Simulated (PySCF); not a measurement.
C₅H₁₁OPS.
Numbering: `[CH3:1][O:2][C@@H:3]1[CH2:4][CH2:5][CH2:6][P@H:7]1=[S:8]` (hydrogens: H9, H10, H11 on C1; H12 on C3; H13, H14 on C4; H15, H16 on C5; H17, H18 on C6; H19 on P7)

The same species was optimised twice, with GFN2-xTB and with PBE0-D3(BJ)/def2-SVP (PySCF), and the same property calculations (PySCF, gas phase) were run on both structures.

```
     coordinate  GFN2-xTB  PBE0-D3(BJ)/def2-SVP  change
      C3–P7 (Å)     1.884                 1.898  +0.014
      P7=S8 (Å)     1.931                 1.943  +0.012
      O2–C3 (Å)     1.402                 1.395  -0.007
      C3–C4 (Å)     1.528                 1.523  -0.005
      C1–O2 (Å)     1.405                 1.400  -0.005
      C5–C6 (Å)     1.525                 1.527  +0.002
      C6–P7 (Å)     1.844                 1.843  -0.001
      C4–C5 (Å)     1.529                 1.529   0.000
   C1–O2–C3 (°)     112.1                 113.6    +1.5
   C5–C6–P7 (°)     103.8                 104.9    +1.1
   O2–C3–C4 (°)     110.5                 109.3    -1.2
   O2–C3–P7 (°)     109.6                 110.5    +0.9
   C4–C3–P7 (°)     104.7                 103.8    -0.9
   C3–P7–S8 (°)     119.6                 119.9    +0.3
   C6–P7–S8 (°)     119.8                 119.6    -0.2
   C4–C5–C6 (°)     106.6                 106.4    -0.2
C1–O2–C3–C4 (°)      -171                  -168      +3
```

Rotational constants: A = 1721, B = 1324, C = 851.5 MHz (GFN2-xTB) against A = 1750, B = 1264, C = 842.6 MHz (PBE0-D3(BJ)/def2-SVP). Point groups within 0.08 Å: C1 and C1. Atoms that the bonding makes alike are paired by their places after alignment.

On the GFN2-xTB structure: HOMO (eV) -6.37 [PBE0/pcSseg-1]; LUMO (eV) 0.47 [PBE0/pcSseg-1]; dipole (D) 3.77 [PBE0/pcSseg-1]; GIAO shielding of C1 (ppm) 126.3 [PBE0/pcSseg-1]; GIAO shielding of O2 (ppm) 284.8 [PBE0/pcSseg-1]; GIAO shielding of C3 (ppm) 93.3 [PBE0/pcSseg-1]; GIAO shielding of C4 (ppm) 148.8 [PBE0/pcSseg-1]; GIAO shielding of C5 (ppm) 160.0 [PBE0/pcSseg-1]; GIAO shielding of C6 (ppm) 147.2 [PBE0/pcSseg-1]; GIAO shielding of P7 (ppm) 283.9 [PBE0/pcSseg-1]; GIAO shielding of S8 (ppm) 742.1 [PBE0/pcSseg-1].

**Question.** What do these properties become on the PBE0-D3(BJ)/def2-SVP structure?

**Answer.** 
```tsv
property	level	on GFN2-xTB	on PBE0-D3(BJ)/def2-SVP	change
HOMO (eV)	PBE0/pcSseg-1	-6.37	-6.36	+0.01
LUMO (eV)	PBE0/pcSseg-1	0.47	0.48	+0.01
dipole (D)	PBE0/pcSseg-1	3.77	3.90	+0.13
energy, GFN2-xTB geometry as zero (kcal/mol)	PBE0/pcSseg-1	0.0	-1.0	-1.0
GIAO shielding of C1 (ppm)	PBE0/pcSseg-1	126.3	126.4	+0.1
GIAO shielding of O2 (ppm)	PBE0/pcSseg-1	284.8	285.3	+0.5
GIAO shielding of C3 (ppm)	PBE0/pcSseg-1	93.3	93.2	-0.1
GIAO shielding of C4 (ppm)	PBE0/pcSseg-1	148.8	148.2	-0.6
GIAO shielding of C5 (ppm)	PBE0/pcSseg-1	160.0	158.4	-1.6
GIAO shielding of C6 (ppm)	PBE0/pcSseg-1	147.2	146.5	-0.7
GIAO shielding of P7 (ppm)	PBE0/pcSseg-1	283.9	282.1	-1.8
GIAO shielding of S8 (ppm)	PBE0/pcSseg-1	742.1	727.1	-15.0
```

The heavy atoms differ by 0.079 Å rms after alignment. Among bonds between heavy atoms C3–P7 changes most (+0.014 Å). Changes are differences of the printed values. Neither structure is proved a minimum here.
